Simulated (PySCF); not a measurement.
# AlHg⁺: energy against distance

Set-up: basis Al def2-SVP, Hg def2-SVP with ECP60; scalar-relativistic core potentials; PySCF 2.14. Energies in eV from Al⁺ + Hg in their ground configurations at the same level. State: ¹Σ⁺ (singlet), closed shell.

All columns are PBE0. A positive dipole points towards Hg; it is taken about the centre of mass and depends on that origin.

```csv
R (Å),E (eV),μ (D),Mulliken charge on Al (basis-dependent),HOMO (eV),LUMO (eV),Mayer bond order,⟨S²⟩
2.551,-0.344,-5.69,0.77,-12.41,-7.63,0.67,0.00
2.669,-0.473,-6.31,0.80,-12.45,-7.58,0.60,0.00
2.788,-0.541,-6.95,0.82,-12.47,-7.54,0.54,0.00
2.877,-0.564,-7.45,0.83,-12.47,-7.53,0.50,0.00
2.966,-0.570,-7.94,0.83,-12.45,-7.52,0.47,0.00
3.055,-0.563,-8.45,0.84,-12.41,-7.52,0.44,0.00
3.174,-0.540,-9.13,0.85,-12.34,-7.53,0.40,0.00
3.322,-0.498,-9.99,0.86,-12.22,-7.56,0.36,0.00
3.500,-0.439,-11.03,0.87,-12.04,-7.60,0.32,0.00
3.737,-0.359,-12.42,0.89,-11.77,-7.68,0.26,0.00
```

A fit through these points gives, at Re = 2.958 Å, μ = -7.90 D and dμ/dR = -5.63 D/Å; the reduced mass is 23.8 u.

Problem. How strong is the fundamental in the double-harmonic approximation, I = 42.26·(dμ/dR)²/μred km/mol?

Solution. I = 42.26·(-5.63)²/23.8 = 56.3 km/mol at PBE0.

Closed-shell solutions of metal pairs were not tested for spin polarisation, which can lower them a little. Spin–orbit coupling is left out. For an ion De counts to the pair picked by the measured ionisation energies or electron affinities, which need not be the lowest pair at this level.
